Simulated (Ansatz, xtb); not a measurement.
**Relative energy of two isomers of C2H12OSi3**

Structure a: `CO[Si](C)([SiH3])[SiH3]`, a singlet. Structure b: `CO[SiH2][SiH2][SiH2]C`, a singlet. Both are isolated molecules in the gas phase, relaxed with B3LYP/def2-SVP, each in the lowest conformer that the search found.

a (Å):

```yaml
atoms:
  - { symbol: C, position_ang: [-2.2565, -1.8990, -1.0859] }
  - { symbol: C, position_ang: [1.5003, -0.1568, -1.9040] }
  - { symbol: O, position_ang: [-0.9713, -1.4913, -1.4882] }
  - { symbol: Si, position_ang: [-0.1550, -0.1007, -1.0074] }
  - { symbol: Si, position_ang: [-1.3701, 1.8410, -1.6358] }
  - { symbol: Si, position_ang: [0.1784, -0.0985, 1.3443] }
  - { symbol: H, position_ang: [-2.4950, -2.8531, -1.5825] }
  - { symbol: H, position_ang: [-3.0362, -1.1654, -1.3670] }
  - { symbol: H, position_ang: [-2.3225, -2.0591, 0.0074] }
  - { symbol: H, position_ang: [1.3461, -0.1726, -2.9949] }
  - { symbol: H, position_ang: [2.1175, 0.7211, -1.6533] }
  - { symbol: H, position_ang: [2.0583, -1.0648, -1.6242] }
  - { symbol: H, position_ang: [-2.7116, 1.8920, -0.9772] }
  - { symbol: H, position_ang: [-1.5786, 1.8912, -3.1159] }
  - { symbol: H, position_ang: [-0.6146, 3.0660, -1.2282] }
  - { symbol: H, position_ang: [0.9325, 1.1286, 1.7482] }
  - { symbol: H, position_ang: [-1.1191, -0.1021, 2.0876] }
  - { symbol: H, position_ang: [0.9643, -1.2944, 1.7787] }
```

b (Å):

| atom | x (Å) | y (Å) | z (Å) |
| --- | --- | --- | --- |
| C | 1.4612 | -1.3105 | -1.9465 |
| C | 0.6062 | 0.6910 | 2.1316 |
| O | 0.5607 | -0.4608 | -1.2688 |
| Si | -0.9319 | 0.0132 | -1.8827 |
| Si | -1.8673 | 1.4098 | -0.2344 |
| Si | -1.2674 | 0.5866 | 1.8958 |
| H | 1.7865 | -0.8808 | -2.9131 |
| H | 2.3544 | -1.4519 | -1.3178 |
| H | 1.0200 | -2.3059 | -2.1448 |
| H | -0.7475 | 0.6913 | -3.2069 |
| H | -1.7915 | -1.1915 | -2.1254 |
| H | -1.3580 | 2.8061 | -0.4137 |
| H | -3.3526 | 1.4410 | -0.4162 |
| H | -1.7287 | -0.8334 | 1.9889 |
| H | -1.9841 | 1.3596 | 2.9579 |
| H | 0.9162 | 0.2063 | 3.0713 |
| H | 1.1089 | 0.1931 | 1.2880 |
| H | 0.9383 | 1.7411 | 2.1602 |

Quicker runs give these differences E(b) − E(a): GFN2-xTB −3.07 kcal/mol; HF/STO-3G +0.75 kcal/mol (at GFN2-xTB geometries); r2SCAN-D4/def2-SVP +0.97 kcal/mol (at GFN2-xTB geometries).

Problem. Which of the two would you expect CCSD(T)/def2-SVP + ΔMP2/def2-TZVPP electronic energies to favour?

Solution. Structure b; the calculation gives E(b) − E(a) = −1.13 kcal/mol.

Level by level:

| level | geometry | E(b) − E(a) (kcal/mol) | departure from the last row (kcal/mol) | job, with rough time for the two |
| --- | --- | --- | --- | --- |
| GFN2-xTB | GFN2-xTB | −3.07 | −1.94 | optimisation, 0.32 s |
| HF/STO-3G | GFN2-xTB | +0.75 | +1.88 | single point, 0.6 s |
| r2SCAN-D4/def2-SVP | GFN2-xTB | +0.97 | +2.10 | single point, 9 s |
| B3LYP/def2-SVP | B3LYP/def2-SVP | −1.63 | −0.50 | optimisation, 2.4 min |
| HF/def2-SVP | B3LYP/def2-SVP | −2.70 | −1.57 | part of the CCSD(T) run |
| MP2/def2-SVP | B3LYP/def2-SVP | −2.09 | −0.96 | part of the CCSD(T) run |
| CCSD(T)/def2-SVP | B3LYP/def2-SVP | −1.77 | −0.64 | single point |
| CCSD(T)/def2-SVP + ΔMP2/def2-TZVPP | B3LYP/def2-SVP | −1.13 |  | single point, 2.5 min |

As drawn, both hold the same kinds of bond in the same numbers.

HF/STO-3G, r2SCAN-D4/def2-SVP put the two in the other order. The largest departure from CCSD(T)/def2-SVP + ΔMP2/def2-TZVPP is that of r2SCAN-D4/def2-SVP, 2.10 kcal/mol. The last row adds to CCSD(T) the change of the MP2 difference between the two basis sets, here +0.64 kcal/mol.

With thermal terms from frequencies at re-optimised GFN2-xTB minima (ideal gas, soft modes damped towards free rotors, one conformer each, 298.15 K, 1 atm): on the last row, ΔE + ΔZPE = −0.55, ΔH = −1.12, ΔG = +0.04 kcal/mol. In free energy the two are nearly level.

The correlated steps freeze 18 core orbitals. Programs: Ansatz 0.2.0, xtb 6.7.1; the last row on 2 threads of Arm Neoverse V2 on a shared host.
